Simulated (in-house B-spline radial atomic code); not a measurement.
Spin-orbit splittings of orbital energies (j = l + 1/2 less j = l - 1/2) and ratios of mean radii (lower j over upper j) along the 37-electron series, configuration [Kr] 4d1. Computed with a radial B-spline atomic code at the basis-set limit: Dirac-Hartree-Fock, average of the configuration, finite nuclei.

```
 ion   Z  splitting of 4p (eV)  radius ratio of 4p  splitting of 2p (eV)  radius ratio of 2p  splitting of 4d (eV)  radius ratio of 4d
Zr3+  40                1.9503             0.98072                86.458             0.96977               0.14626             0.99397
Nb4+  41                2.3869              0.9807                96.408              0.9682               0.22621             0.99405
Mo5+  42                2.8855             0.98052                107.22             0.96659               0.31858             0.99407
Tc6+  43                     ?                   ?                     ?                   ?                     ?                   ?
Ru7+  44                     ?                   ?                     ?                   ?                     ?                   ?
Rh8+  45                4.7979             0.97939                145.39              0.9615               0.68361             0.99387
```

(1) Fill in the row of Tc6+.

(2) Fill in the row of Ru7+.

(3) With what power of Z does the column «splitting of 4p (eV)» change over this range?

Results:

(1) splitting of 4p (eV): 3.4503; radius ratio of 4p: 0.98023; splitting of 2p (eV): 118.95; radius ratio of 2p: 0.96493; splitting of 4d (eV): 0.42471; radius ratio of 4d: 0.99404.

(2) splitting of 4p (eV): 4.0861; radius ratio of 4p: 0.97984; splitting of 2p (eV): 131.66; radius ratio of 2p: 0.96324; splitting of 4d (eV): 0.54594; radius ratio of 4d: 0.99397.

(3) A fit of the logarithm of its size against log Z from Z = 40 to 45 has slope 7.64. An unscreened hydrogenic electron would give 4 at low Z; screening makes the apparent power larger near the neutral end, and relativity raises it again at high Z.
